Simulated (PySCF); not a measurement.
# TDDFT excited states: C3H13NSi2

Species: C3H13NSi2.
InChI=1S/C3H13NSi2/c1-2-3-4(5)6/h2-3H2,1,5-6H3

Method: TDDFT CAM-B3LYP/def2-SVPD, vertical, gas phase, core orbitals frozen in the response (PySCF 2.14.0, density-fitted response routines). Isolated species at its PBE0-D3(BJ)/def2-SVP geometry (one conformer only). Torsions of this conformer, `[CH3:1][CH2:2][CH2:3][N:4]([SiH3:5])[SiH3:6]`: C1–C2–C3–N4 180°, C2–C3–N4–Si5 86°.

Question: List the vertical singlet excitations with oscillator strengths and describe the spectrum.

Answer: 

| state | λ (nm) | E (eV) | f | main configurations (H = HOMO, L = LUMO) |
| --- | --- | --- | --- | --- |
| S1 | 202.8 | 6.11 | 0.0007 | H→L (66%), H→L+1 (27%) |
| S2 | 186.7 | 6.64 | 0.0098 | H→L+2 (70%), H→L+4 (10%) |
| S3 | 179.7 | 6.90 | 0.035 | H→L+1 (60%), H→L (28%) |
| S4 | 169.0 | 7.34 | 0.0051 | H→L+6 (43%), H→L+3 (38%) |
| S5 | 168.6 | 7.35 | 0.0038 | H→L+4 (50%), H→L+5 (30%) |
| S6 | 164.5 | 7.54 | 0.0020 | H→L+3 (50%), H→L+6 (44%) |

The lowest singlet comes at 203 nm (590 kJ/mol) in the ultraviolet; it is very weak; its leading configuration is HOMO→LUMO (66%). The most intense listed level is S3 at 6.90 eV (180 nm, f = 0.035), 0.79 eV above S1. Löwdin shares by element: HOMO nitrogen 50%, silicon 17%, carbon 7% or more (atoms not listed hold the other 26%); LUMO silicon 40%, carbon 13% or more (atoms not listed hold the other 47%). Of the 6 states listed, 1 reaches f = 0.01 and none stays under 0.0005. Orbital energies (eV): HOMO-3 -11.03, HOMO-2 -10.71, HOMO-1 -10.49, HOMO -8.29, LUMO 1.04, LUMO+1 1.26, LUMO+2 1.48. Weighted by f, the mean energy of these states is 6.94 eV. Singlets were solved by full linear response.
